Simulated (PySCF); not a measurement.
ClSi, SMILES [Si]Cl (connectivity only; charge and spin as stated), neutral, multiplicity 2. The structure is a stationary point at B3LYP-D3(BJ)/def2-TZVPD.

The numbers are results of B3LYP-D3(BJ)/def2-TZVPD run with PySCF 2.14.0, not measurements.

Harmonic wavenumbers (cm⁻¹): 508. Rotational constants (GHz): 7.422 (linear); symmetry number 1.

Q: Work out the zero-point energy and the ideal-gas rigid-rotor harmonic-oscillator thermochemistry at 298.15 K and 1 atm.

A: ZPE = ½ Σ hcν = ½ × 508 cm⁻¹ = 3.04 kJ/mol. H − E(el) = 12.29 kJ/mol. Entropy in J/(mol K): translation 160.52, rotation 64.27, vibration 2.67, spin 5.76, total 233.22. G − E(el) = -57.25 kJ/mol. Cp = 34.25 J/(mol K).
